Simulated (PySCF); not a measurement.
i-BuOEt, C6H14O.
Bonds: C1–C2, C2–O3, O3–C4, C4–C5, C5–C6, C5–C7. Hydrogens: H8, H9, H10 on C1; H11, H12 on C2; H13, H14 on C4; H15 on C5; H16, H17, H18 on C6; H19, H20, H21 on C7.

The same species was optimised twice, with GFN2-xTB and with PBE0-D3(BJ)/def2-SVP (PySCF), and the same property calculations (PySCF, gas phase) were run on both structures.

```tsv
coordinate	GFN2-xTB	PBE0-D3(BJ)/def2-SVP	change
O3–C4 (Å)	1.411	1.398	-0.013
C4–C5 (Å)	1.530	1.520	-0.010
C1–C2 (Å)	1.528	1.518	-0.010
C2–O3 (Å)	1.407	1.400	-0.007
C5–C7 (Å)	1.526	1.523	-0.003
C5–C6 (Å)	1.526	1.523	-0.003
C4–C5–C6 (°)	110.1	111.1	+1.0
C6–C5–C7 (°)	111.0	112.0	+1.0
O3–C4–C5 (°)	108.8	109.5	+0.7
C2–O3–C4 (°)	114.9	115.4	+0.5
C1–C2–O3 (°)	114.2	114.0	-0.2
C4–C5–C7 (°)	110.3	110.3	0.0
C1–C2–O3–C4 (°)	-71	-74	-3
C2–O3–C4–C5 (°)	-171	-174	-3
O3–C4–C5–C6 (°)	-65	-59	+6
```

Rotational constants: A = 5336, B = 1212, C = 1140 MHz (GFN2-xTB) against A = 5288, B = 1224, C = 1150 MHz (PBE0-D3(BJ)/def2-SVP). Point groups within 0.08 Å: C1 and C1.

On the GFN2-xTB structure: HOMO (eV) -7.25 [PBE0/pcSseg-1]; LUMO (eV) 1.53 [PBE0/pcSseg-1]; dipole (D) 1.17 [PBE0/pcSseg-1]; GIAO shielding of C1 (ppm) 171.0 [PBE0/pcSseg-1]; GIAO shielding of C2 (ppm) 116.8 [PBE0/pcSseg-1]; GIAO shielding of O3 (ppm) 281.2 [PBE0/pcSseg-1]; GIAO shielding of C4 (ppm) 107.1 [PBE0/pcSseg-1]; GIAO shielding of C5 (ppm) 153.0 [PBE0/pcSseg-1]; GIAO shielding of C6/C7 (mean) (ppm) 165.4 [PBE0/pcSseg-1].

Task: What do these properties become on the PBE0-D3(BJ)/def2-SVP structure?

Result: 
| property | level | on GFN2-xTB | on PBE0-D3(BJ)/def2-SVP | change |
| --- | --- | --- | --- | --- |
| HOMO (eV) | PBE0/pcSseg-1 | -7.25 | -7.28 | -0.03 |
| LUMO (eV) | PBE0/pcSseg-1 | 1.53 | 1.50 | -0.03 |
| dipole (D) | PBE0/pcSseg-1 | 1.17 | 1.13 | -0.04 |
| energy, GFN2-xTB geometry as zero (kcal/mol) | PBE0/pcSseg-1 | 0.0 | -0.5 | -0.5 |
| GIAO shielding of C1 (ppm) | PBE0/pcSseg-1 | 171.0 | 169.9 | -1.1 |
| GIAO shielding of C2 (ppm) | PBE0/pcSseg-1 | 116.8 | 117.2 | +0.4 |
| GIAO shielding of O3 (ppm) | PBE0/pcSseg-1 | 281.2 | 284.8 | +3.6 |
| GIAO shielding of C4 (ppm) | PBE0/pcSseg-1 | 107.1 | 108.1 | +1.0 |
| GIAO shielding of C5 (ppm) | PBE0/pcSseg-1 | 153.0 | 153.3 | +0.3 |
| GIAO shielding of C6/C7 (mean) (ppm) | PBE0/pcSseg-1 | 165.4 | 163.8 | -1.6 |

The heavy atoms differ by 0.036 Å rms after alignment. Among bonds between heavy atoms O3–C4 changes most (-0.013 Å). Changes are differences of the printed values. Neither structure is proved a minimum here.

Shape of the structure used: `[CH3:1][CH2:2][O:3][CH2:4][CH:5]([CH3:6])[CH3:7]`: C1–C2–O3–C4 -74°, C2–O3–C4–C5 -174°, O3–C4–C5–C6 -59°.
